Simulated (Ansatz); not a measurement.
# Abstraction of H: CH4O + InH(OH) → CH3O + InH2(OH)

Species: CH4O (methanol) `CO`, singlet; InH(OH), doublet; CH3O (hydroxymethyl radical) `[CH2]O`, doublet; InH2(OH), singlet. A radical takes H: the energy is the difference in strength between the C–H bond broken and the In–H bond made.

Shapes, held fixed at every level: PBE0-D4/def2-TZVP. Flexible molecules stand in one conformer, not always the lowest. Programs: Ansatz 0.2.0. The zero-point and thermal change to 298 K, harmonic and unscaled (PBE0-D4/def2-TZVP), is -15.8 kJ/mol.

(1) Estimate ΔH(298 K) of this reaction.

Results:

(1) The highest level, CCSD(T)/def2-TZVPP, gives ΔH(298 K) = +105.7 kJ/mol; the levels span +91.2 to +113.8. The column of differences is taken from that level and isn't an error. No measured value is set beside it here. Open shells run unrestricted. For atoms past krypton def2 sets carry core potentials with scalar relativity. Outer-core shells of In are correlated, in sets that cover them unevenly. Times are processor times on shared x86 and Arm servers, and rough.

| level | kind | ΔH(298 K) (kJ/mol) | less CCSD(T)/def2-TZVPP | CPU time (sum over the molecules) |
| --- | --- | --- | --- | --- |
| MP2/def2-SVP | perturbation theory | +113.5 | +7.8 | – |
| HF/def2-TZVPP | Hartree–Fock | +91.2 | -14.5 | – |
| SPW92/def2-TZVPP | LDA | +113.8 | +8.1 | 4.9 s |
| PBE-D4/def2-TZVPP | GGA | +112.1 | +6.4 | 10 s |
| PBE0-D4/def2-TZVPP | global hybrid | +107.8 | +2.1 | 9.3 s |
| r2SCAN0-D4/def2-TZVPP | global hybrid | +101.4 | -4.3 | 17 s |
| wB97M-V/def2-TZVPP | range-separated hybrid | +104.5 | -1.2 | 36 s |
| CCSD(T)/def2-TZVPP | coupled cluster or CI | +105.7 | 0.0 | 82 s |
